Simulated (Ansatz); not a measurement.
System: HBO (charge 0, singlet). SMILES: [B]O
Geometry from a B3LYP-D3(BJ)/def2-TZVP (Ansatz, an electronic-structure program) optimisation:
```xyz
3

B     -0.2509    -0.5836    -0.6006
O      0.0479     0.2685     0.3281
H      0.8717     0.7704     0.3784
```

Quantity: atomisation energy, in kcal/mol. Terms: UHF or UKS for open shells; valence correlation only; 6-31G* and kin with 6d, 5d where marked; LANL2DZ all-electron up to Ne; 6-311+G** with 5d; atomisation electronic, to ground-state atoms; non-relativistic; spin-orbit terms left out. CBS marks a two-point X^-3 extrapolation of the correlation energy; Hartree-Fock from the larger set (for Q and 5 zeta extrapolated as (X+1)exp(-9√X)). First-principles rows: single points at B3LYP-D3(BJ) geometries (Ansatz).

Coupled cluster (Ansatz) is a level with limits of its own, used here on species with T1 under 0.025 (0.045 for open shells) and stable references: CCSD(T)/CBS(cc-pVQZ,cc-pV5Z).

Value to compare with, CCSD(T)/CBS(cc-pVQZ,cc-pV5Z) (Ansatz): 264.7 kcal/mol.

| level | program | atomisation energy (kcal/mol) | difference |
|---|---|---|---|
| HF/STO-3G | Ansatz | 184.1 | -80.6 |
| HF/3-21G | Ansatz | 164.5 | -100.2 |
| HF/LANL2DZ | Ansatz | 153.4 | -111.3 |
| HF/6-31G* | Ansatz | 179.6 | -85.1 |
| HF/6-311+G** | Ansatz | 183.7 | -81.0 |

Among the 5 habitual levels, HF/LANL2DZ lies farthest from CCSD(T)/CBS(cc-pVQZ,cc-pV5Z) (Ansatz) (-111.3 kcal/mol); 0 of 5 lie above it, and their mean absolute difference is 91.6 kcal/mol, the median 85.1. One case shows no general order.

The sets are all those run for this method; runs whose electronic state is in doubt are left out.
